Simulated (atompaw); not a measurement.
Before and after: PAW (atompaw) potential for Dy

Dy, PAW, made with atompaw 4.2.0.5 (LDA (PW92), scalar-relativistic). Core [Kr] 4d10, reference 4f10 5s2 5p6 5d1 6s1 6p0. Waves: 5s (bound); 6s (bound); 5p (bound); 6p (bound, empty); 5d (bound); 5d channel at 0.45 Ry; 4f (bound); 4f channel at 1.2 Ry. Local part: troulliermartins scheme with l = 4 at 0.5 Ry, radius 2.35 bohr. Core correction: smooth core density matched at 2.50 bohr. Augmentation charge: sinc compensation charge, radius 2.75 bohr; PAW radius 3.00 bohr; waves and projectors: bloechl.

Change: local potential troulliermartins scheme with l = 4 at 0.5 Ry, radius 2.14 bohr.

Cutoffs: the cutoffs (Ry, on a coarse ladder) from which the occupation-weighted sum of valence levels, in a spherical-Bessel basis at the reference potential, stays within 10 and 1 mRy of its value at 400 Ry; they do not see the model core or the augmentation charge, which bear on the density cutoff.

Problem. What does the change do?

Solution. The potential gets harder (35 Ry and 45 Ry → 45 Ry and 55 Ry); neither file shows a bound ghost.

| quantity | base | changed |
| --- | --- | --- |
| cutoff, loose | 35 Ry | 45 Ry |
| cutoff, tight | 45 Ry | 55 Ry |
| loose cutoff by channel (10 mRy a level) | s 15 Ry, p 18 Ry, d 10 Ry, f 25 Ry | s 18 Ry, p 25 Ry, d 12 Ry, f 30 Ry |
| bound ghosts | none | none |
| s: phases at 3.00 bohr within 0.05 rad from the reference energy up to (Ry; the scan ends near 5) | 2.1 | 1.5 |
| p: phases at 3.00 bohr within 0.05 rad from the reference energy up to (Ry; the scan ends near 5) | 4.2 | 3.6 |
| d: phases at 3.00 bohr within 0.05 rad from the reference energy up to (Ry; the scan ends near 5) | 1.3 | 1.2 |
| f: phases at 3.00 bohr within 0.05 rad from the reference energy up to (Ry; the scan ends near 5) | 4.0 | 4.0 |
| lowest overlap eigenvalue by channel | s 0.41, p 0.70, d 0.02, f 1.00 | s 0.27, p 0.55, d 0.02, f 1.00 |

 The cutoffs see the waves, projectors and local potential, not the compensation charge or the core.
